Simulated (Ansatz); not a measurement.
Reaction (redistribution): `C[SiH](F)[SiH2]S` + `BCC(F)Cl` → `BC[SiH2]S` + `C[Si@H](F)[C@@H](F)Cl`

Isolated molecules relaxed with PBE0-D4/def2-TZVP in Ansatz; ΔE leaves out vibrations. CCSD(T)/CBS is the MP2 limit (def2-TZVPP, def2-QZVPP) plus CCSD(T) − MP2 in def2-TZVPP, frozen cores. Functionals use def2-TZVPP. B3LYP here is the variant with VWN-RPA as its local correlation; programs differ in this. Each species was taken in one conformer, which may not be the lowest.

```csv
level,ΔE (kcal/mol),difference from CCSD(T)/CBS
PBE-D4,-6.6,1.7
r2SCAN-D4,-8.2,0.1
PBE0-D4,-6.5,1.8
B3LYP-D4,-8.0,0.3
ωB97X-V,-7.3,1.0
ωB97M-V,-9.7,-1.4
B2PLYP,-8.5,-0.2
PBE,-6.5,1.8
r2SCAN,-8.2,0.1
PBE0,-6.4,1.9
B3LYP,-7.7,0.6
HF/def2-TZVPP,-6.5,1.8
MP2/def2-TZVPP,-9.7,-1.4
SCS-MP2/def2-TZVPP,-9.1,-0.8
CCSD/def2-TZVPP,-7.9,0.4
CCSD(T)/def2-TZVPP,-8.2,0.1
HF/def2-QZVPP,-6.6,1.7
MP2/def2-QZVPP,-9.8,-1.5
SCS-MP2/def2-QZVPP,-9.1,-0.8
HF/CBS(def2),-6.6,1.7
MP2/CBS(def2),-9.8,-1.5
CCSD/CBS(def2),-8.0,0.3
CCSD(T)/CBS,-8.3,0
```

Largest T1 diagnostic among the species: 0.012.

In def2-TZVPP, CCSD(T) changes the Hartree–Fock value by −1.7 kcal/mol (the triples alone add −0.3 kcal/mol) and MP2 by −3.2 kcal/mol.
